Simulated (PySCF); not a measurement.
## Polarisability and C₆ of W⁴⁸⁺ (tungsten, charge +48)

[Ar] 3d8, high-spin 3F determinant. All numbers are calculated (PySCF 2.14, the non-relativistic Hamiltonian (point nucleus), in an uncontracted even-tempered set (16 s from 11 bohr⁻², ratio 2.5; 11 p from 14 bohr⁻², ratio 2.5; 7 d from 14 bohr⁻², ratio 2.5; 4 f from 57 bohr⁻², ratio 2.7; 3 g from 86 bohr⁻², ratio 2.7)). Coupled (time-dependent) response in atomic units; α is the mean over directions.

```
method  mean α (bohr³)  C₆ (like pair)      S(−4)
   UHF        0.002424       0.0002222  6.335e-06
  PBE0        0.002438       0.0002224  6.778e-06
```

S(−4) is the Cauchy moment in α(ω) = α(0) + S(−4) ω² + …

Spin-orbit coupling is absent.

α(iu) at UHF:

| u (hartree) | α(iu) (bohr³) |
| --- | --- |
| 0 | 0.002423 |
| 5.00 | 0.002285 |
| 10.0 | 0.002017 |
| 20.0 | 0.001626 |
| 30.0 | 0.001425 |
| 40.0 | 0.001294 |
| 50.0 | 0.001189 |
| 75.0 | 0.0009688 |
| 100 | 0.0007877 |
| 150 | 0.0005273 |
| 250 | 0.0002666 |

For an ion, C₆ is the dispersion term alone; charge-induced terms of lower order in 1/R come first.

A non-relativistic calculation at this Z misses sizeable relativistic shifts. Spin-orbit coupling is strong in this species (close to jj coupling), so the high-spin LS determinant is a model state, not a physical level.
